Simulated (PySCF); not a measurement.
## Calculated data, FH5OSi2

All values are calculated (PySCF 2.14.0). Calculation on a computer-drawn molecule: the log of a Hartree-Fock and frozen-core CCSD(T) single point meant for a local Hartree-Fock minimum, with one planted fault or none, to be diagnosed. Offsets are logged minus clean, where the clean run is the same molecule without the fault. The reference is restricted for singlets and unrestricted otherwise, and also for a bond in bohr or an excited solution. Adding or removing an electron swaps singlet and doublet. The excited solution moves the top pair (singlet) or top alpha electron (doublet) to the lowest empty orbital. Highest occupied and lowest empty are orbital energies over both spins, largest force is the largest gradient component, triples share is (T) over the correlation energy, the T1 limit is 0.02 restricted and 0.045 unrestricted, electrons count all cores, a negative frequency is imaginary (commonest isotopes), and the dipole is about the centre of nuclear charge.

Common to all runs: meant charge 0; meant multiplicity 1; meant basis cc-pV(D+d)Z; logged basis functions 99; logged SCF converged yes; logged CC converged yes; logged SCF stable within its kind yes; possible faults no fault, one electron removed, one electron added, multiplicity raised by two, geometry at a saddle point, SCF held on an excited solution, minimal basis STO-3G, one bond length entered in bohr, all coordinates scaled.

(1) 
```xyz
9
formula=FH5OSi2 logged_electrons=50 logged_spin_squared=2.0101 logged_highest_occupied=-4.4496 logged_lowest_empty=-2.1403 logged_largest_force=0.02243 logged_T1_diagnostic=0.023199 logged_D1_diagnostic=0.11239 logged_triples_share=0.021956 logged_dipole_magnitude=1.5942 logged_energy_HF=-754.95896 logged_energy_CCSD(T)=-755.58162
O     -2.3398    -0.0881    -0.1554
Si    -1.7767     1.2162    -0.9691
F     -0.9106     2.1388     0.0420
Si    -0.3853     0.4384    -2.6954
H     -2.9377     0.0243     0.5695
H     -2.8879     2.0814    -1.4098
H      0.1890     1.5914    -3.4285
H      0.7116    -0.3811    -2.1322
H     -1.1812    -0.3818    -3.6388
```

Units: logged_highest_occupied, logged_lowest_empty in eV; logged_largest_force in hartree/bohr; logged_dipole_magnitude in debye; logged_energy_HF, logged_energy_CCSD(T) in hartree.

Drawn bonds:
| atom | other atom | order |
| --- | --- | --- |
| 1 | 2 | 1 |
| 2 | 3 | 1 |
| 2 | 4 | 1 |
| 1 | 5 | 1 |
| 2 | 6 | 1 |
| 4 | 7 | 1 |
| 4 | 8 | 1 |
| 4 | 9 | 1 |

(2) 
```xyz
9
formula=FH5OSi2 logged_electrons=49 logged_spin_squared=0.7655 logged_highest_occupied=-19.112 logged_lowest_empty=-9.0764 logged_largest_force=0.11343 logged_T1_diagnostic=0.023463 logged_D1_diagnostic=0.13502 logged_triples_share=0.022706 logged_dipole_magnitude=3.4358 logged_energy_HF=-754.82289 logged_energy_CCSD(T)=-755.43925
O     -2.3398    -0.0881    -0.1554
Si    -1.7767     1.2162    -0.9691
F     -0.9106     2.1388     0.0420
Si    -0.3853     0.4384    -2.6954
H     -2.9377     0.0243     0.5695
H     -2.8879     2.0814    -1.4098
H      0.1890     1.5914    -3.4285
H      0.7116    -0.3811    -2.1322
H     -1.1812    -0.3818    -3.6388
```

Units: logged_highest_occupied, logged_lowest_empty in eV; logged_largest_force in hartree/bohr; logged_dipole_magnitude in debye; logged_energy_HF, logged_energy_CCSD(T) in hartree.

Drawn bonds:
| atom | other atom | order |
| --- | --- | --- |
| 1 | 2 | 1 |
| 2 | 3 | 1 |
| 2 | 4 | 1 |
| 1 | 5 | 1 |
| 2 | 6 | 1 |
| 4 | 7 | 1 |
| 4 | 8 | 1 |
| 4 | 9 | 1 |

To be estimated
1. Which fault was planted in the run of FH5OSi2 (entry 1)?
2. Which fault was planted in the run of FH5OSi2 (entry 2)?

## Answers
1. multiplicity raised by two
2. one electron removed

Further results for FH5OSi2 (entry 1):

- HF energy offset from clean run: 148.6 kcal/mol
- CCSD(T) energy offset from clean run: 151.7 kcal/mol

Further results for FH5OSi2 (entry 2):

* HF energy offset from clean run: 234 kcal/mol
* CCSD(T) energy offset from clean run: 241 kcal/mol
